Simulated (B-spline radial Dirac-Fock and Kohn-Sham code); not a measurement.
**Kohn-Sham estimates against Dirac-Fock for the levels of Mn¹⁹⁺**

System: Mn¹⁹⁺ in the configuration [He] 2s2 2p2.

The density-functional columns are spherical, spin-unpolarised Dirac-Kohn-Sham results without Breit or QED terms: −ε is minus the orbital energy of the initial state and ΔSCF the difference of two total energies. The reference in the last column comes from Dirac-Fock energy differences between relaxed states, corrected for Breit and QED terms. All numbers are from a radial finite-basis atomic code, in eV; a selection of levels is shown. The Kohn-Sham columns are given as differences from the reference.

```
level  LDA −ε − DF  LDA ΔSCF − DF  Dirac-Fock
    K       -164.5          +15.9      7587.7
   L1        -41.2           +2.4      1598.5
 L2,3        -52.2           -1.3      1530.6
```

Values without a named source are computed, but for edge energies of neutral atoms, which are taken from tables.
